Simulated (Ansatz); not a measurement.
Wavefunction ladder for F2GeHO, SMILES `[OH][Ge]([F])[F]` radical

```csv
atom,x (Å),y (Å),z (Å)
O1,-0.232,-0.021,-1.211
Ge2,-0.002,-0.489,0.473
F3,-1.514,-0.153,1.230
F4,1.149,0.590,1.196
H5,0.600,0.073,-1.688
```

Charge 0, multiplicity 2. Correlated methods include outer-core shells of Ge, which these sets cover unevenly. Scalar relativity is left out up to krypton. The structure was optimised at the PBE0-D4/def2-TZVP level. It is one conformer, not always the lowest. Frozen core, unrestricted reference, Ansatz.

```csv
basis,HF (Eh),MP2 corr.
def2-SVP,-2349.26585,-0.76769
def2-TZVPP,-2349.89579,-0.96749
def2-QZVPP,-2349.95197,-1.29701
```

Task: Estimate the CCSD correlation energy and the (T) correction in each basis where they were run (hartree).

Result: 
```json
{"basis": "def2-SVP", "CCSD corr.": "-0.76672", "(T)": "-0.01600"}
{"basis": "def2-TZVPP", "CCSD corr.": "-0.96267", "(T)": "-0.03202"}
```
